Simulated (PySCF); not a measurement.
C3H11NSi2, SMILES [SiH3]C(N(C)[SiH3])=C. Atoms are numbered in the order given.

```xyz
17

C     -1.2382    -1.8083    -0.0714
C     -0.6555    -0.5881     0.0285
Si    -1.7331     0.7726     0.7937
N      0.6444    -0.3187    -0.4205
C      1.3771    -1.4208    -1.0293
Si     1.5556     1.1442    -0.0703
H     -2.2617    -1.9573     0.2734
H     -0.7371    -2.6831    -0.4907
H     -1.9876     1.8881    -0.1636
H     -3.0279     0.1451     1.1728
H     -1.0955     1.3514     2.0134
H      0.8287    -1.8248    -1.8984
H      2.3598    -1.0741    -1.3812
H      1.5404    -2.2519    -0.3185
H      0.5981     2.2594     0.1401
H      2.4336     1.4262    -1.2399
H      2.4239     1.0197     1.1406
```
Charge 0, spin multiplicity 1.

The structure is a stationary point at B3LYP-D3(BJ)/def2-SVP. The structure was generated by enumeration, and PubChem lists no compound with its InChIKey, so it may never have been made. The values are those of a single conformer.

All values below come from PySCF with B3LYP-D3(BJ)/def2-SVP.

Frequencies are harmonic and unscaled.

```csv
mode,ν (cm⁻¹),IR (km/mol),moving atoms (share of kinetic energy)
1,52,0.3,"H 52 %, C 28 %, Si 14 %"
2,62,0.1,"H 62 %, C 21 %, Si 17 %"
3,184,1.4,"H 40 %, N 34 %, C 21 %"
4,204,0.8,"Si 60 %, H 27 %"
5,246,1.2,H 85 %
6,270,0.2,H 91 %
7,310,2.3,"C 43 %, H 34 %, N 17 %"
8,359,1.8,"C 38 %, Si 31 %, H 28 %"
9,393,5.3,"C 44 %, Si 28 %, H 27 %"
10,413,0.4,"H 54 %, C 35 %, N 9 %"
11,542,8.8,"Si 40 %, C 37 %, H 17 %"
12,673,74.7,"H 75 %, Si 12 %, C 12 %"
13,695,16.9,"H 72 %, C 13 %, Si 10 %"
14,701,74.8,"H 75 %, C 16 %, Si 9 %"
15,721,36.6,"H 83 %, Si 11 %"
16,737,2.6,"H 85 %, C 8 %"
17,784,7.6,"H 43 %, C 37 %, N 11 %, Si 9 %"
18,842,44.4,"H 70 %, C 30 %"
19,929,124.5,H 94 %
20,937,123.1,H 93 %
21,953,35.5,H 97 %
22,961,57.9,H 97 %
23,971,127.0,H 96 %
24,986,381.3,"H 88 %, Si 9 %"
25,1020,26.1,"H 60 %, N 20 %, C 19 %"
26,1108,48.3,"C 40 %, N 32 %, H 27 %"
27,1134,0.9,"H 74 %, C 19 %"
28,1248,41.7,"H 38 %, N 38 %, C 22 %"
29,1306,121.4,"C 53 %, N 32 %, H 14 %"
30,1412,13.9,"H 77 %, C 20 %"
31,1457,1.8,"H 86 %, C 12 %"
32,1457,4.7,H 95 %
33,1496,20.0,H 94 %
34,1627,104.4,"C 82 %, H 16 %"
35,2196,121.0,H 96 %
36,2214,125.4,H 97 %
37,2220,77.2,H 97 %
38,2233,135.8,H 97 %
39,2243,95.6,H 97 %
40,2268,88.6,H 97 %
41,2995,41.2,H 97 %
42,3060,27.4,"H 91 %, C 9 %"
43,3116,12.1,"H 91 %, C 9 %"
44,3161,4.6,H 95 %
45,3250,5.0,"H 89 %, C 11 %"
```
